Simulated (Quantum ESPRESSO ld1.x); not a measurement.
The numbers below are computed, except where a source is named.
Q: These are the eigenvalues of the occupied orbitals of an atom or ion with whole-number occupations (Ry). Code: ld1.x of Quantum ESPRESSO 7.5. Model: Dirac Kohn-Sham, relativistic LDA (MacDonald-Vosko exchange, VWN5 correlation), spin-unpolarised, spherical densities, point nucleus.

1s1/2: -6420.3776
2s1/2: -1149.6933
2p1/2: -1104.7767
2p3/2: -946.0719
3s1/2: -277.0551
3p1/2: -256.6847
3p3/2: -221.2347
3d3/2: -187.6426
3d5/2: -180.0542
4s1/2: -63.6262
4p1/2: -54.7915
4p3/2: -46.0904
4d3/2: -31.6551
4d5/2: -30.0225
5s1/2: -11.7753
4f5/2: -11.2463
4f7/2: -10.8766
5p1/2: -8.7444
5p3/2: -7.1014
5d3/2: -2.9171
5d5/2: -2.7243
6s1/2: -2.0419

Which element is it, and in what charge state? The configuration may be excited. Open shells, if any, fill j = l - 1/2 first.

A: Z = 82, lead, charge +2: Pb2+ in [Hg]. The list shows which subshells hold electrons but not how many an open one holds; the 1s level, -3210.2 hartree, gives Z - s = 80.1 by -(Z - s)^2/2, which with screening and relativity narrows Z to a few neighbours, and the depths of the outer levels then fix element, charge and occupations together.
